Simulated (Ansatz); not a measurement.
BBrClH3Si (`B[SiH](Cl)Br`). The species carries charge 0 and has multiplicity 1.

```xyz
7

B    -0.1329   -1.1481    0.0531
Si    0.4372    0.7105    0.1753
Cl   -0.1737    1.9520    1.6727
Br   -1.1470    0.5551   -1.4725
H     0.4372   -1.8745   -0.7008
H    -1.0628   -1.5066    0.7054
H     1.6419    1.3116   -0.4333
```

**Question.** What are the harmonic wavenumbers in cm⁻¹ at PBE0-D4/def2-TZVP (Ansatz, finite differences of forces, unscaled)? (Best estimate.)

**Answer.** The calculation gave: 96, 133, 184, 360, 516, 571, 595, 674, 720, 824, 888, 1120, 2267, 2607, 2716.

**Question.** Is this a minimum?

**Answer.** Yes, all 15 modes are real.

**Question.** Give the ideal-gas thermochemistry at 298.15 K and 1 bar (rigid rotor, harmonic oscillator; point group C1, symmetry number 1).

**Answer.** Zero-point energy 85.4 kJ/mol; H(298) − E = 103.9 kJ/mol; entropy 341.0 J/(mol·K), of which translation 171.9, rotation 117.0, vibration 52.1; G(298) − E = 2.2 kJ/mol. Modes under 100 cm⁻¹ are hindered rotations or soft bends, so the harmonic entropy is rough.
